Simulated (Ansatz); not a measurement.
Consider the redistribution: `O[B](F)[GeH3]` + `CO[SiH2]SC` → `CB(O)F` + `CO[SiH2][S][GeH3]`.

Calculated with Ansatz (gas phase, PBE0-D4/def2-TZVP geometries, no zero-point term in ΔE). CBS: MP2 limit from def2 TZ/QZ plus the TZ coupled-cluster correction, frozen cores. Functionals use def2-TZVPP. For Ge outer-core shells are correlated without core-valence functions, which leaves a few kJ/mol of doubt a bond. Scalar relativity is left out up to krypton. One conformer a species, not always the lowest.

`O[B](F)[GeH3]`:

Z-matrix (Å, degrees):
```
Ge
B 1 2.083
H 1 1.537 2 111.1
H 1 1.537 2 111.2 3 -120.5
H 1 1.542 2 110.4 3 119.7
F 2 1.326 1 119.2 3 60.8
O 2 1.348 1 124.8 3 -119.2
H 7 0.959 2 113.9 1 -0.0
```

`CO[SiH2]SC`:

Z-matrix (Å, degrees):
```
C
O 1 1.411
H 1 1.091 2 108.1
H 1 1.095 2 111.3 3 119.6
H 1 1.096 2 111.3 3 -119.2
Si 2 1.640 1 123.0 3 -177.4
S 6 2.121 2 113.3 1 60.5
H 6 1.487 2 111.6 1 -56.7
H 6 1.481 2 104.2 1 -178.7
C 7 1.818 6 99.4 2 64.5
H 10 1.089 7 111.1 6 -61.5
H 10 1.089 7 106.9 6 179.6
H 10 1.090 7 110.8 6 60.9
```

`CB(O)F`:

```xyz
8

C    -0.662   -0.697    0.343
B     0.225    0.417   -0.290
O     1.496    0.642    0.116
F    -0.270    1.190   -1.270
H    -0.993   -1.400   -0.427
H    -0.143   -1.252    1.124
H    -1.572   -0.261    0.768
H     1.919    1.361   -0.365
```

`CO[SiH2][S][GeH3]`:

```xyz
13

C    -0.241   -1.973    0.879
O     0.280   -0.664    0.812
Si    1.298   -0.160   -0.374
S     1.323    1.952   -0.372
Ge   -0.891    2.226   -0.441
H     0.510   -2.679    1.247
H    -0.595   -2.318   -0.100
H    -1.083   -1.970    1.572
H     2.697   -0.606   -0.147
H     0.801   -0.711   -1.666
H    -1.472    2.177    0.977
H    -1.504    1.119   -1.314
H    -1.122    3.605   -1.072
```

| level | ΔE (kJ/mol) | difference from CCSD(T)/CBS |
| --- | --- | --- |
| PBE-D4 | -115.0 | 8.9 |
| PBE0-D4 | -123.5 | 0.4 |
| HF/def2-TZVPP | -138.8 | -14.9 |
| MP2/def2-TZVPP | -132.0 | -8.1 |
| SCS-MP2/def2-TZVPP | -129.1 | -5.2 |
| CCSD/def2-TZVPP | -127.8 | -3.9 |
| HF/def2-QZVPP | -138.5 | -14.6 |
| MP2/def2-QZVPP | -130.8 | -6.9 |
| MP2/CBS(def2) | -130.0 | -6.1 |
| CCSD/CBS(def2) | -125.8 | -1.9 |
| CCSD(T)/CBS | -123.9 | 0 |

Largest T1 diagnostic among the species: 0.013.

From PBE to PBE0 (25 % exact exchange), in def2-TZVPP and without D4, ΔE moves by −8.7 kJ/mol. In def2-TZVPP, CCSD(T) changes the Hartree–Fock value by +12.9 kJ/mol (the triples alone add +1.9 kJ/mol) and MP2 by +6.8 kJ/mol.
